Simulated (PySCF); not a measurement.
# A ladder of Hamiltonians for Pd⁴⁴⁺ (palladium, charge +44)

Occupied: 1s1/2. Hartree-Fock calculated with PySCF 2.14 in an even-tempered Gaussian basis (19 s from 7.4 bohr⁻², ratio 2.3; 14 p from 8.9 bohr⁻², ratio 2.3), Gaussian nucleus throughout. NR is non-relativistic, sf-X2C the spin-free one-electron X2C Hamiltonian, X2C adds the bare one-electron spin-orbit term, X2C-SNSO screens it by Boettger's factors, DC is four-component Dirac-Coulomb, and the Gaunt and Breit terms are added at first order (total energies over the DC spinors, levels after relaxing the spinors in that mean field). QED terms are absent. Levels marked empty are virtual spinors of this ion.

| level (eV) | NR | sf-X2C | X2C | X2C-SNSO |
| --- | --- | --- | --- | --- |
| 1s1/2 | -28011.3 | -28819.1 | -28819.1 | -28819.1 |
| 2s1/2 (empty) | -6706.0 | -6948.1 | -6948.1 | -6948.1 |
| 2p1/2 (empty) | -6620.7 | -6721.8 | -6856.9 | -6853.7 |
| 2p3/2 (empty) | -6620.7 | -6721.8 | -6660.2 | -6661.5 |
| 3s1/2 (empty) | -2960.1 | -3044.6 | -3044.6 | -3044.6 |

Where do the four-component calculations put these levels?

1s1/2: DC -28836.4, DC+Gaunt -28801.0, DC+Breit -28801.0; 2s1/2 (empty): DC -6949.8, DC+Gaunt -6945.9, DC+Breit -6946.4; 2p1/2 (empty): DC -6852.6, DC+Gaunt -6844.6, DC+Breit -6845.8; 2p3/2 (empty): DC -6662.9, DC+Gaunt -6658.7, DC+Breit -6659.9; 3s1/2 (empty): DC -3045.1, DC+Gaunt -3044.0, DC+Breit -3044.2 (eV).

```json
{"Hamiltonian": "NR", "E (hartree)": "-2087.3176", "E − E(DC) (hartree)": "61.9054", "CPU seconds": "0.37"}
{"Hamiltonian": "sf-X2C", "E (hartree)": "-2148.5801", "E − E(DC) (hartree)": "0.6429", "CPU seconds": "0.22"}
{"Hamiltonian": "X2C", "E (hartree)": "-2148.5801", "E − E(DC) (hartree)": "0.6429", "CPU seconds": "0.22"}
{"Hamiltonian": "X2C-SNSO", "E (hartree)": "-2148.5801", "E − E(DC) (hartree)": "0.6429", "CPU seconds": "0.22"}
{"Hamiltonian": "DC", "E (hartree)": "-2149.2231", "E − E(DC) (hartree)": "0.0000", "CPU seconds": "3.7"}
{"Hamiltonian": "DC+Gaunt", "E (hartree)": "-2147.9088", "E − E(DC) (hartree)": "1.3142", "CPU seconds": "6.3"}
{"Hamiltonian": "DC+Breit", "E (hartree)": "-2147.9088", "E − E(DC) (hartree)": "1.3142", "CPU seconds": "53"}
```

Weight of the small component: 1s1/2 0.0286, 2s1/2 0.00683, 2p1/2 0.00679, 2p3/2 0.00659, 3s1/2 0.00299.

Koopmans' value for the highest occupied level at DC+Breit: 28801.0 eV, against an ionisation energy of 28776.0 eV (theoretical estimate listed by NIST; NIST Atomic Spectra Database, ionization energies); the former lacks relaxation, correlation, QED and recoil.

The whole ladder took 65 s of wall time on 1 thread of Neoverse-V1 (shared host), launched as `OMP_NUM_THREADS=1 python relrun2.py TASK.json OUT` (a driver that calls PySCF for each Hamiltonian).
